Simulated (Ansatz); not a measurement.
`C=CB(F)F` + H₂ → `FBF` + ethylene at 400 K and 1 bar (hydrogenolysis of a B–C bond).

Isolated molecules relaxed with PBE0-D4/def2-TZVP in Ansatz; ΔE leaves out vibrations. CCSD(T)/CBS is the MP2 limit (def2-TZVPP, def2-QZVPP) plus CCSD(T) − MP2 in def2-TZVPP, frozen cores. This one scheme is used for every species. Each species was taken in one conformer, which may not be the lowest.

| species | CCSD(T)/CBS energy (Eh) | H − E (kJ/mol) | S (J/(mol·K)) |
| --- | --- | --- | --- |
| `C=CB(F)F` | -302.40039 | 162.9 | 330.7 |
| H₂ | -1.17544 | 38.0 | 139.0 |
| `FBF` | -225.09427 | 62.5 | 257.9 |
| `C=C` | -78.48111 | 149.4 | 232.7 |

H − E and S are ideal-gas, rigid-rotor, harmonic terms from PBE0-D4/def2-TZVP, for one conformer and one mirror image of each species. The MP2-based limit puts H₂ 0.8 mEh under its directly extrapolated value; such offsets cancel only in part. 1 Eh = 2625.50 kJ/mol, R = 8.31446 J/(mol·K).

Problem. By hand: ΔE, ΔH, ΔS and ΔG.

Solution. ΔE = (-225.09427) + (-78.48111) − (-302.40039) − (-1.17544) = 0.00045 Eh = 1.2 kJ/mol. Δ(H − E) = 62.5 + 149.4 − 162.9 − 38.0 = 11.0, so ΔH = 12.2 kJ/mol. ΔS = 257.9 + 232.7 − 330.7 − 139.0 = 20.9 J/(mol·K). ΔG = 12.2 − 400 × (20.9)/1000 = 3.8 kJ/mol.

Problem. By hand: the equilibrium constant, and the temperature at which ΔG would vanish if ΔH and ΔS stayed fixed.

Solution. log₁₀ K = −ΔG/(RT ln 10) = -0.5. ΔG = 0 at ΔH/ΔS = 584 K.

TΔS isn't small against ΔH here. The sign of ΔG lies within the doubt. A doubt of 5 kJ/mol in ΔE shifts log₁₀ K by 0.7 here. Other conformers and mirror images would add mixing entropy, several J/(mol·K) or more a flexible species. These are equilibria of isolated gas molecules and say nothing of rates. Largest T1 diagnostic: 0.013 (customary marks: 0.02 for closed shells, 0.045 for open ones).
